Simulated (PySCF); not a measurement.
C2F5, SMILES F[C](F)C(F)(F)F, multiplicity 2. Atoms are numbered in the order given.

```xyz
7

F      1.5009    -0.0020    -1.0899
C      0.8656     0.3543     0.0000
F      1.5009    -0.0020     1.0899
C     -0.6078     0.0200     0.0000
F     -0.8115    -1.2996     0.0000
F     -1.1811     0.5270     1.0818
F     -1.1811     0.5270    -1.0818
```
Charge 0, spin multiplicity 2.

Coordinates come from a PBE0-D3(BJ)/def2-SVP optimisation. The isomer is the one that the SMILES or the coordinates give; other isomers of the formula were not compared.

All values below come from PBE/def2-TZVP (PySCF).

ESP charges are fitted to the potential on shells at 1.4 to 2.0 van der Waals radii. Atomic charges (e):

| atom | Löwdin | ESP fit | meta-Löwdin | Mulliken | Mulliken spin |
|---|---|---|---|---|---|
| F1 | 0.27 | -0.03 | -0.19 | -0.09 | 0.07 |
| C2 | -0.48 | 0.05 | 0.39 | 0.17 | 0.81 |
| F3 | 0.27 | -0.03 | -0.19 | -0.09 | 0.07 |
| C4 | -0.79 | 0.35 | 0.71 | 0.37 | 0.02 |
| F5 | 0.23 | -0.10 | -0.25 | -0.12 | 0.03 |
| F6 | 0.25 | -0.12 | -0.24 | -0.11 | 0.00 |
| F7 | 0.25 | -0.12 | -0.24 | -0.11 | 0.00 |

Problem. Give the Mayer and Wiberg (Löwdin basis) orders of the bonds. (An estimate is asked for; the answer gives what the named calculation found.)

Solution. 
```
bond   Mayer  Wiberg
-----  -----  ------
F1–C2   1.18    1.93
C2–F3   1.18    1.93
C2–C4   0.97    1.19
C4–F5   1.17    1.79
C4–F6   1.19    1.82
C4–F7   1.19    1.82
```
